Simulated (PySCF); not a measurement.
H5ClSi2, singlet, at a GFN2-xTB geometry. Base run: PBE/cc-pVDZ in PySCF.

The PySCF input:
```python
from pyscf import gto, scf, dft, solvent

mol = gto.Mole()
mol.atom = '''
    Si    1.82701747   -0.15440407    0.34819552
    Si   -0.44739534   -0.56770998    0.40777960
    Cl   -1.44293390    0.74356208   -0.78114365
    H     2.52936483   -1.11854118    1.19860634
    H     2.39343570   -0.27473923   -0.99795491
    H     2.17565656    1.18314507    0.83486795
    H    -1.05172827   -0.42403509    1.73470909
    H    -0.83156221   -1.89678810   -0.07443833
'''
mol.basis = 'cc-pvdz'
mol.verbose = 4
mol.build()

mf = dft.RKS(mol)
mf.xc = 'pbe'
mf.kernel()
```

Each row names what was changed in the base input (with any setting that the change needs).

```tsv
change	ΔE vs base (kcal/mol)	dipole (D)	HOMO-LUMO gap (eV)
base	0.000	1.27	5.88
model = C-PCM; solvent = dichloromethane	-0.80	1.64	5.96
model = SS(V)PE; solvent = dichloromethane	-0.75	1.62	5.96
model = COSMO; solvent = dichloromethane	-0.75	1.62	5.96
model = ddCOSMO; solvent = dichloromethane	(withheld)	1.64	5.97
model = IEF-PCM; solvent = dichloromethane; vdw_scale = 1.4	(withheld)	(withheld)	(withheld)
model = IEF-PCM; solvent = dichloromethane; lebedev_order = 11	-0.77	1.62	5.95
model = IEF-PCM; solvent = acetonitrile	-0.87	1.68	5.97
model = IEF-PCM; solvent = dichloromethane	-0.76	1.63	5.96
model = IEF-PCM; solvent = chloroform	(withheld)	(withheld)	(withheld)
model = IEF-PCM; solvent = dichloromethane; lebedev_order = 41	-0.76	1.63	5.96
model = IEF-PCM; solvent = dichloromethane; vdw_scale = 1.1	-1.14	1.70	5.98
```

**Question.** What belongs in the gaps?

**Answer.** 
- model = ddCOSMO; solvent = dichloromethane, ΔE vs base (kcal/mol): -1.06
- model = IEF-PCM; solvent = dichloromethane; vdw_scale = 1.4, ΔE vs base (kcal/mol): -0.387
- model = IEF-PCM; solvent = dichloromethane; vdw_scale = 1.4, dipole (D): 1.52
- model = IEF-PCM; solvent = dichloromethane; vdw_scale = 1.4, HOMO-LUMO gap (eV): 5.93
- model = IEF-PCM; solvent = chloroform, ΔE vs base (kcal/mol): -0.63
- model = IEF-PCM; solvent = chloroform, dipole (D): 1.57
- model = IEF-PCM; solvent = chloroform, HOMO-LUMO gap (eV): 5.94

The base is the gas phase, so ΔE is the electrostatic part of solvation at a fixed geometry, without cavity and dispersion terms.
